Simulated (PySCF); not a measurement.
**Fine-structure interval of Gd⁴⁷⁺ by level of theory**

Gd⁴⁷⁺ [Ne] 3s2 3p5 [3p1/2^2 3p3/2^3, M_J = 3/2] → Gd⁴⁷⁺ [Ne] 3s2 3p5 [3p1/2^1 3p3/2^4, M_J = 1/2], as a difference of total energies. Computed with PySCF 2.14 in an uncontracted even-tempered set (18 s from 12 bohr⁻², ratio 2.4; 14 p from 15 bohr⁻², ratio 2.4; 4 d from 56 bohr⁻², ratio 2.6; 4 f from 85 bohr⁻², ratio 2.6), with the two-component X2C-1e Hamiltonian. Correlated levels: 1s2 frozen; the 54 highest virtual spinors dropped. "Screened" scales the spin-orbit matrix elements by Boettger's factors to mimic the two-electron term; Breit and QED terms are absent.

| method | fine-structure interval (cm⁻¹) |
| --- | --- |
| GHF (screened spin-orbit) | 1426200 |
| GMP2 (screened spin-orbit) | 1427200 |
| GHF (bare spin-orbit) | 1475800 |
